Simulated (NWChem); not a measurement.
System: SiHF, singlet; SMILES F[SiH]

The following NWChem deck was run.

```
start job
memory heap 200 mb stack 900 mb global 1100 mb
geometry units angstroms noautosym nocenter noautoz
  Si     0.100090     0.585904     0.000000
  H     -1.450034     0.804208     0.000000
  F      0.069099    -1.066693     0.000000
end
basis spherical
  * library cc-pvtz
end
dft
  xc xpbe96 cpbe96
  iterations 150
end
tddft
  cis
  ecut -63.0
  nroots 6
  notriplet
end
task tddft energy
```

Low-valent species are run as closed-shell singlets; no triplet was tried in these runs. Geometry: optimised at PBE-D3(BJ)/def2-SVP.

Core excitations by TDA in a window of 1s orbitals, non-relativistic and unshifted: absolute energies depend strongly on the exact-exchange share.

Predict the main results of this run. (PBE/cc-pVTZ, restricted-window TDA.) Quantities: first 1s excitation (eV); dipole oscillator strength of the first; first state with f > 0.002 (eV); dipole oscillator strength of that state.


```
Quantity                                  Result
----------------------------------------  ------
first 1s excitation (eV)                  1778.6
dipole oscillator strength of the first   0.0055
first state with f > 0.002 (eV)           1778.6
dipole oscillator strength of that state  0.0055
```
